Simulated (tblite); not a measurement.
Species: C6H9ClO2Si.
SMILES with atom numbers: `[CH3:1][O:2][SiH2:3][C:4](=[O:5])[C:6]#[C:7][CH2:8][CH2:9][Cl:10]` (hydrogens: H11, H12, H13 on C1; H14, H15 on Si3; H16, H17 on C8; H18, H19 on C9)

Computed with GFN2-xTB (tblite), gas phase: L-BFGS steps from a force-field or distance-geometry start until the largest atomic force falls under 0.01 eV/Å.

Step 27: E = -865.4140 eV
```
atom  x, y, z in Å  |  force x, y, z in eV/Å
C1     -4.0791   -0.4067    0.9056    0.011  -0.013  -0.008
O2     -3.2282   -1.1153    0.0451   -0.022  -0.017  -0.004
Si3    -2.1249   -0.6060   -1.0176   -0.058   0.010  -0.005
C4     -0.8929    0.5825   -0.1041   -0.030  -0.028   0.004
O5     -1.3607    1.4915    0.5584   -0.015   0.013   0.023
C6      0.5049    0.3346   -0.1969    0.012  -0.010   0.002
C7      1.6762    0.0601   -0.2831   -0.001  -0.006  -0.001
C8      3.0864   -0.2402   -0.3704    0.036   0.010   0.004
C9      3.8940    0.7753    0.4324    0.008   0.019   0.014
Cl10    5.6406    0.4213    0.3087   -0.017  -0.006  -0.003
H11    -4.7158   -1.1319    1.4154    0.023   0.012  -0.012
H12    -3.4994    0.1507    1.6448   -0.016   0.021  -0.041
H13    -4.7025    0.2912    0.3422    0.013  -0.012   0.037
H14    -2.6955    0.2131   -2.0890    0.000   0.009  -0.024
H15    -1.5416   -1.8731   -1.4192    0.036   0.020   0.039
H16     3.3949   -0.2141   -1.4189    0.000  -0.028  -0.010
H17     3.2639   -1.2474    0.0169    0.000  -0.006  -0.026
H18     3.7404    1.7848    0.0519    0.012   0.014  -0.006
H19     3.6296    0.7387    1.4887    0.009  -0.002   0.016
```

Step 28: E = -865.4145 eV
```
atom  x, y, z in Å  |  force x, y, z in eV/Å
C1     -4.0802   -0.4059    0.9058    0.012  -0.020  -0.009
O2     -3.2323   -1.1139    0.0422   -0.013  -0.017  -0.013
Si3    -2.1254   -0.6063   -1.0171   -0.033   0.005  -0.007
C4     -0.8931    0.5818   -0.1021   -0.028  -0.031  -0.008
O5     -1.3616    1.4912    0.5598    0.008  -0.004   0.017
C6      0.5053    0.3335   -0.1977   -0.017   0.009   0.017
C7      1.6771    0.0616   -0.2836   -0.021  -0.004   0.002
C8      3.0871   -0.2394   -0.3705    0.004   0.002  -0.003
C9      3.8939    0.7752    0.4323    0.020   0.025   0.018
Cl10    5.6399    0.4207    0.3082   -0.002  -0.008  -0.001
H11    -4.7130   -1.1331    1.4166    0.007   0.009   0.002
H12    -3.4987    0.1516    1.6429   -0.011   0.026  -0.034
H13    -4.7071    0.2913    0.3459    0.012  -0.008   0.028
H14    -2.6902    0.2121   -2.0918   -0.005   0.012  -0.026
H15    -1.5383   -1.8727   -1.4180    0.024   0.028   0.046
H16     3.3944   -0.2150   -1.4187    0.014  -0.021  -0.028
H17     3.2619   -1.2465    0.0163    0.012  -0.025  -0.013
H18     3.7408    1.7846    0.0521    0.009   0.024  -0.010
H19     3.6296    0.7386    1.4884    0.007  -0.003   0.024
```

Task: Estimate the geometry and energy of step 29. (The exact step hangs on the optimiser's Hessian estimate; all steps are aligned on step 28, rigid shifts and turns removed.)

Result: E = -865.4150 eV, largest force 0.061 eV/Å
```
atom  x, y, z in Å  |  force x, y, z in eV/Å
C1     -4.0812   -0.4055    0.9059    0.010  -0.021  -0.007
O2     -3.2365   -1.1126    0.0390   -0.005  -0.019  -0.023
Si3    -2.1265   -0.6064   -1.0171   -0.002   0.002  -0.012
C4     -0.8940    0.5807   -0.1002   -0.018  -0.022  -0.014
O5     -1.3624    1.4906    0.5615    0.025  -0.024   0.009
C6      0.5053    0.3328   -0.1982   -0.041   0.018   0.026
C7      1.6777    0.0630   -0.2841   -0.032  -0.003   0.004
C8      3.0879   -0.2385   -0.3706   -0.029  -0.005  -0.010
C9      3.8942    0.7756    0.4324    0.021   0.021   0.014
Cl10    5.6391    0.4199    0.3078    0.015  -0.008   0.001
H11    -4.7098   -1.1344    1.4180   -0.008   0.002   0.018
H12    -3.4981    0.1531    1.6403    0.001   0.028  -0.022
H13    -4.7117    0.2911    0.3503    0.004  -0.003   0.012
H14    -2.6844    0.2115   -2.0955   -0.011   0.013  -0.025
H15    -1.5348   -1.8722   -1.4154    0.014   0.034   0.049
H16     3.3942   -0.2164   -1.4190    0.022  -0.010  -0.032
H17     3.2600   -1.2461    0.0153    0.021  -0.030  -0.002
H18     3.7414    1.7848    0.0522    0.008   0.027  -0.008
H19     3.6297    0.7383    1.4885    0.006   0.000   0.023
```

The energy changes by -0.0005 eV. The first-order estimate −F·Δx gives -0.0007 eV and the mean of the old and new forces, exact on a quadratic surface, -0.0005 eV. The step makes an angle of 69° with the force vector and moves no atom by more than 0.007 Å.

The cost below is that of the whole relaxation. Hardware: one thread, Arm Neoverse N1 (aarch64), shared host. Cost: 1.6 s wall.
